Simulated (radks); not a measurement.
Results of a calculation; reference values are marked as such.
Ionisation of the lead ion Pb3+, [Xe] 4f14 5d10 6s1, to [Xe] 4f14 5d10 as the strength of local exchange is varied. Level of theory: scalar-relativistic Kohn-Sham, Slater X-alpha exchange (alpha = 2/3 is LDA exchange), no correlation, spin-polarised, spherical densities, finite nucleus; open shells are filled with parallel spins first (spin-orbit coupling, left out, can overturn this in heavy ions); Fermi nuclear charge, rms radius 5.5012 fm (a radial shooting solver on a logarithmic mesh with Libxc functionals).

[
 {"alpha": "0.563", "E(Pb3+) (hartree)": "-20797.2910", "exchange (hartree)": "-308.0544", "IE (eV)": "40.695", "-e of the level emptied (eV)": "35.716 (6s)", "<r> of it (bohr)": "2.135"},
 {"alpha": "0.596", "E(Pb3+) (hartree)": "-20815.4660", "exchange (hartree)": "-326.4034", "IE (eV)": "41.152", "-e of the level emptied (eV)": "36.181 (6s)", "<r> of it (bohr)": "2.125"},
 {"alpha": "0.649", "E(Pb3+) (hartree)": "-20844.6901", "exchange (hartree)": "-355.9407", "IE (eV)": "41.891", "-e of the level emptied (eV)": "36.934 (6s)", "<r> of it (bohr)": "2.108"},
 {"alpha": "0.667", "E(Pb3+) (hartree)": "-20854.6249", "exchange (hartree)": "-365.9912", "IE (eV)": "42.143", "-e of the level emptied (eV)": "37.192 (6s)", "<r> of it (bohr)": "2.102"},
 {"alpha": "0.949", "E(Pb3+) (hartree)": "-21010.9026", "exchange (hartree)": "-524.7032", "IE (eV)": "46.174", "-e of the level emptied (eV)": "41.324 (6s)", "<r> of it (bohr)": "2.019"}
]

NIST Atomic Spectra Database: 42.333 eV (measured). The Delta-SCF value meets it near alpha = 0.68.
